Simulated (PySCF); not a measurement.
One of the candidates below gave these computed data.

All candidates are C6H2F4.

* Couplings: largest of the computed one-bond spin–spin couplings (means over like bonds): 19F–13C -317.0 (×4), 13C–1H +173.6 (×2) Hz [B3LYP/pcJ-1, spin–dipole term left out for some pairs]
* NMR, other nuclei: isotropic shieldings of nuclei other than C and H, by class: 305 (4 F) ppm [GIAO KT3/pcSseg-1]
* UV, strongest line: among the 10 lowest singlet transitions: S4 at 7.12 eV (174 nm, f = 0.581) [TDDFT CAM-B3LYP/def2-SVPD]
* Rotational structure: rotational constants A, B, C: 2.287, 1.031, 0.711 GHz [PBE0-D3(BJ)/def2-SVP]
* Valence photoelectron: vertical ionisation energy: 9.59 eV [ΔSCF CAM-B3LYP/def2-SVPD]
* 13C NMR: chemical shifts (computed TMS as zero) by class: 142.9 (4 C), 100.4 (2 C) ppm [GIAO KT3/pcSseg-1]

Electronic properties: PySCF, gas phase, density fitting. Levels stand in brackets. Isolated species at its PBE0-D3(BJ)/def2-SVP geometry, gas phase. Each NMR value is the plain mean over a class of atoms that symmetry, rotation or inversion makes alike.

**Question.** Which candidate is it?
A. `Fc1cc(F)c(F)c(F)c1`
B. `Fc1cc(F)c(F)cc1F`
C. `Fc1ccc(F)c(F)c1F`

**Answer.** B. It is `Fc1cc(F)c(F)cc1F`. Numbering: `[F:1][c:2]1[cH:3][c:4]([F:5])[c:6]([F:7])[cH:8][c:9]1[F:10]`. Its formula, C6H2F4, gives 4 degrees of unsaturation: 1 ring and 3 π bonds in the structure found (Kekulé form). 6 carbons fall into 2 classes; from least to most shielded: aromatic C–F carbon [C2/C4/C6/C9] (142.9 ppm, 4 C), aromatic CH carbon [C3/C8] (100.4 ppm, 2 C). The other shieldings belong to: 305 ppm, aryl fluorine [F1/F5/F7/F10]. The couplings run between: -317.0 Hz, aryl fluorine [F1] and aromatic C–F carbon [C2] (with 3 like pairs); +173.6 Hz, aromatic CH carbon [C3] and its hydrogen (with 1 like pair). The first electron is taken from the HOMO, whose largest Löwdin shares are 0.16 on each of 4 atoms of one kind (aromatic C–F carbon). The optimised geometry has point group D2h and is an asymmetric top.

The others, at the same levels:
- `Fc1ccc(F)c(F)c1F` fails: its computed vertical ionisation energy is 9.77 eV (against 9.59 eV), rotational constant A is 2.100 GHz (against 2.287 GHz) and smallest rotational constant is 0.763 GHz (against 0.711 GHz).
- `Fc1cc(F)c(F)c(F)c1` fails: its computed vertical ionisation energy is 9.76 eV (against 9.59 eV) and rotational constant A is 1.763 GHz (against 2.287 GHz).

One-bond C–F couplings are unscaled; at this level they come out some 30 % too large in size.
